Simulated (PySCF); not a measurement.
Isomers of C5H14O2SSi, mass 166.048 u with the commonest isotopes. Level of theory: PBE0/pcSseg-1 in PySCF (dipole) on a GFN2-xTB geometry, gas phase. One conformer each, none proved a minimum here; rigid rotors.

**Question.** Order these by out-of-plane moment Σ m c² = (Ia + Ib − Ic)/2, largest first.
A. `[CH3:1][CH2:2][C@@:3]([CH2:4][OH:5])([CH2:6][SH:7])[O:8][SiH3:9]` with C1–C2–C3–C4 -74°, C2–C3–C4–O5 -61°, C3–C4–O5–H -48°, C2–C3–C6–S7 53°, C3–C6–S7–H 50°
B. `[CH3:1][O:2][C:3]([CH3:4])([CH3:5])[O:6][SiH2:7][S:8][CH3:9]` with C1–O2–C3–C4 173°, O2–C3–O6–Si7 -47°, C3–O6–Si7–S8 180°, O6–Si7–S8–C9 -46°
C. `[CH3:1][S:2][SiH2:3][O:4][C:5]([CH3:6])([CH3:7])[CH2:8][OH:9]` with C1–S2–Si3–O4 179°, S2–Si3–O4–C5 173°, Si3–O4–C5–C6 -84°, O4–C5–C8–O9 -59°, C5–C8–O9–H 166°

**Answer.** B (113.48 u·Å²), A (66.47 u·Å²), C (60.23 u·Å²).

**Question.** Order these by dipole moment, smallest first.
A. `[CH3:1][S:2][SiH2:3][O:4][C:5]([CH3:6])([CH3:7])[CH2:8][OH:9]` with C1–S2–Si3–O4 179°, S2–Si3–O4–C5 173°, Si3–O4–C5–C6 -84°, O4–C5–C8–O9 -59°, C5–C8–O9–H 166°
B. `[CH3:1][CH2:2][C@@:3]([CH2:4][OH:5])([CH2:6][SH:7])[O:8][SiH3:9]` with C1–C2–C3–C4 -74°, C2–C3–C4–O5 -61°, C3–C4–O5–H -48°, C2–C3–C6–S7 53°, C3–C6–S7–H 50°
C. `[CH3:1][O:2][C:3]([CH3:4])([CH3:5])[O:6][SiH2:7][S:8][CH3:9]` with C1–O2–C3–C4 173°, O2–C3–O6–Si7 -47°, C3–O6–Si7–S8 180°, O6–Si7–S8–C9 -46°

**Answer.** B (1.23 D), C (2.97 D), A (4.35 D).

**Question.** Order these by rotational constant B, smallest first.
A. `[CH3:1][CH2:2][C@@:3]([CH2:4][OH:5])([CH2:6][SH:7])[O:8][SiH3:9]` with C1–C2–C3–C4 -74°, C2–C3–C4–O5 -61°, C3–C4–O5–H -48°, C2–C3–C6–S7 53°, C3–C6–S7–H 50°
B. `[CH3:1][S:2][SiH2:3][O:4][C:5]([CH3:6])([CH3:7])[CH2:8][OH:9]` with C1–S2–Si3–O4 179°, S2–Si3–O4–C5 173°, Si3–O4–C5–C6 -84°, O4–C5–C8–O9 -59°, C5–C8–O9–H 166°
C. `[CH3:1][O:2][C:3]([CH3:4])([CH3:5])[O:6][SiH2:7][S:8][CH3:9]` with C1–O2–C3–C4 173°, O2–C3–O6–Si7 -47°, C3–O6–Si7–S8 180°, O6–Si7–S8–C9 -46°

**Answer.** B (630.2 MHz), C (665.0 MHz), A (1030 MHz).

```json
{"SMILES": "COC(C)(C)O[SiH2]SC", "point group": "C1", "Ia (u·Å²)": "266.62", "Ib (u·Å²)": "759.96", "Ic (u·Å²)": "799.62", "κ": "-0.95", "μa (D)": "2.27", "μb (D)": "1.83", "μc (D)": "0.54"}
{"SMILES": "CC[C@@](CO)(CS)O[SiH3]", "point group": "C1", "Ia (u·Å²)": "411.40", "Ib (u·Å²)": "490.71", "Ic (u·Å²)": "769.16", "κ": "0.31", "μa (D)": "0.72", "μb (D)": "0.73", "μc (D)": "0.68"}
{"SMILES": "CS[SiH2]OC(C)(C)CO", "point group": "C1", "Ia (u·Å²)": "227.95", "Ib (u·Å²)": "801.92", "Ic (u·Å²)": "909.40", "κ": "-0.91", "μa (D)": "3.08", "μb (D)": "2.88", "μc (D)": "1.06"}
```
